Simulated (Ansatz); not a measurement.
The same ligand exchange along the group B, Al, Ga.

Isolated molecules relaxed with PBE0-D4/def2-TZVP in Ansatz; ΔE leaves out vibrations. CCSD(T)/CBS is the MP2 limit (def2-TZVPP, def2-QZVPP) plus CCSD(T) − MP2 in def2-TZVPP, frozen cores. This one scheme is used for every species. Functionals use def2-TZVPP. For Ga outer-core shells are correlated without core-valence functions, which leaves a few kJ/mol of doubt a bond. Scalar relativity is left out up to krypton. One conformer a species, not always the lowest.

```csv
reaction,revPBE-D4 (kcal/mol),CCSD(T)/CBS(def2) (kcal/mol)
`OB(F)O[SiH3]` + `OB(Cl)Cl` → `[SiH3]OB(Cl)Cl` + `OB(O)F`,0.0,-0.1
`[OH][Al]([F])[O][SiH3]` + `[OH][Al]([Cl])[Cl]` → `[SiH3][O][Al]([Cl])[Cl]` + `[OH][Al]([OH])[F]`,0.0,0.0
`[OH][Ga]([F])[O][SiH3]` + `[OH][Ga]([Cl])[Cl]` → `[SiH3][O][Ga]([Cl])[Cl]` + `[OH][Ga]([OH])[F]`,0.3,0.1
```

Largest T1 diagnostic: 0.014, for `[OH][Ga]([OH])[F]`.
